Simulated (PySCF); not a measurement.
What does the PBE0-D3(BJ)/def2-SVP structure of Si(NCS)2H2, `[H][Si]([H])(N=C=S)N=C=S` look like in three dimensions?

```xyz
9
C2H2N2S2Si angstrom
Si    -0.8303   -0.0039   -0.5767
N     -0.7838   -0.0081    1.1404
C     -0.7117   -0.0123    2.3349
S     -0.6234   -0.0176    3.9025
N      0.7809   -0.0041   -1.1721
C      1.9193   -0.0076   -1.5411
S      3.4104   -0.0118   -2.0331
H     -1.5128    1.2297   -1.0373
H     -1.5157   -1.2337   -1.0432
```

Any rigid rotation of these coordinates is as good. Atoms count from 1 in this order. Si1 (silicon bonded to 2 N and 2 H) is tetrahedral (angles from 108.7° to 112.3°). The 7 heavy atoms lie in one plane (0.001 Å rms).

Bonds between heavy atoms (Å): Si1–N2 1.718, Si1–N5 1.718, N2–C3 1.197, C3–S4 1.570, N5–C6 1.197, C6–S7 1.570.

The calculation used PBE0-D3(BJ)/def2-SVP geometry optimisation, gas phase (PySCF 2.14.0).

Point group: C2v (every atom within 0.08 Å of its image). Whether it is a minimum is left open (no frequencies).

The run took 99 s wall on an Intel Xeon at 2.70 GHz with one thread, on a shared host, and the process peaked at 0.50 GiB of memory. That covers the optimisation of the geometry.
